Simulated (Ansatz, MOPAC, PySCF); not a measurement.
Dimer: C2H4 (SMILES C=C) (first 6 atoms) with H4OSi (SMILES O[SiH3]); geometry from B3LYP-D3(BJ)/def2-TZVP, rigid monomers moved along the line of their centres of mass till H4···O7 is 4.71 Å.
(charge 0, multiplicity 1):
```xyz
12

C     -0.35516    -0.46886    -0.01820
C      0.46626     0.57046     0.00286
H     -1.16453    -0.53941    -0.73512
H     -0.24692    -1.28368     0.68632
H      1.27205     0.63552     0.72348
H      0.36671     1.39421    -0.69385
O      0.68341    -1.09450     5.29904
Si    -0.33005     0.09852     5.84053
H      1.55522    -1.16283     5.69491
H     -0.43100     0.06743     7.32187
H     -1.64727    -0.17528     5.23850
H      0.14336     1.44520     5.44088
```

Monomers are frozen at their geometry in the pair; levels with a basis set take the counterpoise correction. Rows marked so take none.

Frozen-core correlation. Rows in 3-21G, 6-311+G**, 6-31G* carry no dispersion term and start afresh at each structure (6-31G* with six Cartesian d functions). MP2/6-31G* freezes PySCF's default core. The state reached by PM3, PM7 isn't checked; PM7 holds dispersion and hydrogen-bond terms.

Codes used: Ansatz (Gaussian orbitals); MOPAC for PM3, PM7 (differences of heats of formation); PySCF for 3-21G rows, 6-311+G** rows, 6-31G* rows, the dispersion terms. 

Other levels give for the interaction energy: PBE/def2-TZVPPD -4.4; B3LYP/def2-TZVPPD -0.5; B3LYP-D3(BJ)/def2-TZVPPD -9.3; wB97M-V/def2-TZVPPD -9.8; CCSD(T)/aug-cc-pV(D+d)Z -8.9 meV.

Common cheap choices:

```tsv
level	interaction energy (meV)
PM3	1.6
PM7	-9.3
HF/3-21G (no counterpoise)	-4.8
B3LYP/3-21G (no counterpoise)	-2.9
B3LYP/6-31G*	-1.7
B3LYP/6-31G* (no counterpoise)	-3.5
B3LYP/6-311+G** (no counterpoise)	-2.4
MP2/6-31G*	-5.3
```

Ansatz is an electronic-structure program.
